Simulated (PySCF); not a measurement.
Compound: C₄H₈NPS.
Geometry (GFN2-xTB, Å), atoms numbered from 1 in this order:
```
atom  x, y, z in Å
C1     2.2834    0.6181    0.0419
P2     0.5500    0.4210    0.5989
S3     0.3002   -0.1764    2.4173
C4    -0.2290   -0.6711   -0.6724
C5    -1.7035   -0.8767   -0.3169
C6    -2.4049    0.3786   -0.4126
N7    -2.9262    1.3911   -0.5095
H8     2.7676    1.3438    0.6952
H9     2.3367    0.9563   -0.9909
H10    2.7933   -0.3396    0.1535
H11    0.0024    1.6673    0.2780
H12   -0.1171   -0.2319   -1.6663
H13    0.2997   -1.6299   -0.6421
H14   -1.7826   -1.2389    0.7152
H15   -2.1745   -1.6037   -0.9847
```

Method: TDDFT B3LYP/def2-SVPD, vertical, gas phase, core orbitals frozen in the response in PySCF.

Ground-to-excited transition dipoles (e·a0, same axes as the geometry; the sign carries no meaning), for the states with f of 0.002 or more among the lowest 7:

```json
{"state": "S1", "E (eV)": "5.540", "μx": "-0.039", "μy": "0.124", "μz": "-0.077"}
{"state": "S2", "E (eV)": "5.583", "μx": "-0.048", "μy": "-0.176", "μz": "0.151"}
{"state": "S3", "E (eV)": "5.667", "μx": "0.328", "μy": "0.031", "μz": "-0.064"}
{"state": "S4", "E (eV)": "5.765", "μx": "-0.217", "μy": "-0.172", "μz": "-0.501"}
{"state": "S5", "E (eV)": "5.888", "μx": "-0.171", "μy": "0.363", "μz": "0.123"}
{"state": "S6", "E (eV)": "5.976", "μx": "-0.553", "μy": "-0.198", "μz": "0.122"}
{"state": "S7", "E (eV)": "6.170", "μx": "-0.068", "μy": "0.158", "μz": "-0.141"}
```

Q: Work out the oscillator strengths.

A: f = (2/3) ΔE |μ|² with ΔE in hartree (27.2114 eV).

```
state  |μ|² (au)  |μ| (D)      f
   S1      0.023     0.38  0.003
   S2      0.056     0.60  0.008
   S3      0.113     0.85  0.016
   S4      0.328     1.46  0.046
   S5      0.176     1.07  0.025
   S6      0.360     1.53  0.053
   S7      0.049     0.56  0.007
```

Q: What angle do the transition dipoles of S3 and S4 make?

A: |cos θ| = |μa·μb| / (|μa| |μb|) = 0.23, so θ ≈ 77° (taken between 0 and 90°, since the signs are arbitrary).

Q: What peak molar absorption coefficient would the strongest computed level give as a lone Gaussian band 0.4 eV wide at half height?

A: ε(max) = 2.175×10⁸ f / FWHM, with the width in cm⁻¹. S6: 2.175×10⁸ × 0.0527 / 3226 ≈ 3600 L mol⁻¹ cm⁻¹.

The run took about 80 s of CPU time (one thread, shared machine).

One conformer stands for the species.
